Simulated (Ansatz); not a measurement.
Ansatz (a program for electronic structure) input (r2SCAN0/def2-TZVPD):

Ansatz 0.2 input:
```yaml
crystal:
  periodic: [false, false, false]
  atoms:
    - {symbol: Hg, position_ang: [-0.00000000, -0.00000000, -0.39797072]}
    - {symbol: Cl, position_ang: [0.00000000, 0.00000000, 1.87280339]}
basis:
  gaussian:
    orbitals: def2-TZVPD
hamiltonian:
  xc: {name: r2SCAN0}
total_charge: 1
output: {forces: true}
```

Output:

```
Functional definition: r2SCAN0
integrals: 0.03 GiB planned
759 factors; their error is unknown
mean field: 0.28 GiB planned
mean field evaluation 1: about -16680.4001 eV, gradient 5.8e1 eV
mean field evaluation 2: about -16610.4973 eV, gradient 1.5e2 eV
mean field evaluation 4: about -16689.5888 eV, gradient 6.2e0 eV
mean field evaluation 8: about -16689.6540 eV, gradient 2.5e-2 eV
mean field evaluation 16: about -16689.7101 eV, gradient 4.0e-6 eV
mean field -16689.71013004 eV, -613.3355345870 hartree, gradient 2.5e-6 eV, S^2 0.000000; 0 other end points of the search recorded, 0 dependent functions left out
the calculation of the forces begins
reference -16689.71014316 eV, -613.3355350692 hartree; 18, 18 occupied and 74, 74 virtual orbitals, 759 factors
Total energy: -16689.71014316 eV, -613.3355350692 hartree
Atom 0 at    -0.000000    -0.000000    -0.397971 Å, force     0.000000    -0.000000     0.627404 eV/Å
Atom 1 at     0.000000     0.000000     1.872803 Å, force    -0.000000     0.000000    -0.627404 eV/Å
Dipole moment:     0.000000    -0.000000    -0.567151 e Å
```
